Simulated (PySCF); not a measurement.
Isomers of C4H12NPSi2, mass 161.025 u with the commonest isotopes. The calculation used PBE0/pcSseg-1 in PySCF (dipole) on a GFN2-xTB geometry, gas phase. One conformer each, none proved a minimum here; rigid rotors.

Problem. Order these by rotational constant A, largest first.
A. `[CH3:1][C:2]#[C:3][Si@:4]([NH2:5])([PH2:6])[SiH2:7][CH3:8]` with C3–Si4–N5–H 63° and -76°, C3–Si4–P6–H -64° and -157°, C3–Si4–Si7–C8 -84°
B. `[PH2:1][SiH2:2][NH:3][C@@H:4]1[CH:5]=[CH:6][CH2:7][SiH2:8]1` with H–P1–Si2–N3 82° and 175°, P1–Si2–N3–C4 175°, Si2–N3–C4–C5 -87°
C. `[CH3:1][C:2]#[C:3][CH2:4][SiH2:5][NH:6][SiH2:7][PH2:8]` with C3–C4–Si5–N6 48°, C4–Si5–N6–Si7 180°, Si5–N6–Si7–P8 -177°, N6–Si7–P8–H 81° and 174°

Solution. B (2804 MHz), C (1349 MHz), A (1054 MHz).

Problem. Order these by rotational constant C, smallest first.
A. `[CH3:1][C:2]#[C:3][Si@:4]([NH2:5])([PH2:6])[SiH2:7][CH3:8]` with C3–Si4–N5–H 63° and -76°, C3–Si4–P6–H -64° and -157°, C3–Si4–Si7–C8 -84°
B. `[PH2:1][SiH2:2][NH:3][C@@H:4]1[CH:5]=[CH:6][CH2:7][SiH2:8]1` with H–P1–Si2–N3 82° and 175°, P1–Si2–N3–C4 175°, Si2–N3–C4–C5 -87°
C. `[CH3:1][C:2]#[C:3][CH2:4][SiH2:5][NH:6][SiH2:7][PH2:8]` with C3–C4–Si5–N6 48°, C4–Si5–N6–Si7 180°, Si5–N6–Si7–P8 -177°, N6–Si7–P8–H 81° and 174°

Solution. C (429.1 MHz), B (472.0 MHz), A (549.4 MHz).

Problem. Order these by dipole moment, smallest first.
A. `[PH2:1][SiH2:2][NH:3][C@@H:4]1[CH:5]=[CH:6][CH2:7][SiH2:8]1` with H–P1–Si2–N3 82° and 175°, P1–Si2–N3–C4 175°, Si2–N3–C4–C5 -87°
B. `[CH3:1][C:2]#[C:3][CH2:4][SiH2:5][NH:6][SiH2:7][PH2:8]` with C3–C4–Si5–N6 48°, C4–Si5–N6–Si7 180°, Si5–N6–Si7–P8 -177°, N6–Si7–P8–H 81° and 174°
C. `[CH3:1][C:2]#[C:3][Si@:4]([NH2:5])([PH2:6])[SiH2:7][CH3:8]` with C3–Si4–N5–H 63° and -76°, C3–Si4–P6–H -64° and -157°, C3–Si4–Si7–C8 -84°

Solution. B (0.55 D), A (1.28 D), C (2.25 D).

```tsv
SMILES	point group	Ia (u·Å²)	Ib (u·Å²)	Ic (u·Å²)	κ	μa (D)	μb (D)	μc (D)
CC#C[Si@](N)(P)[SiH2]C	C1	479.45	650.38	919.87	-0.10	0.96	1.85	0.84
CC#CC[SiH2]N[SiH2]P	C1	374.55	872.21	1177.88	-0.67	0.41	0.01	0.36
P[SiH2]N[C@@H]1C=CC[SiH2]1	C1	180.25	1014.35	1070.63	-0.98	1.24	0.00	0.28
```
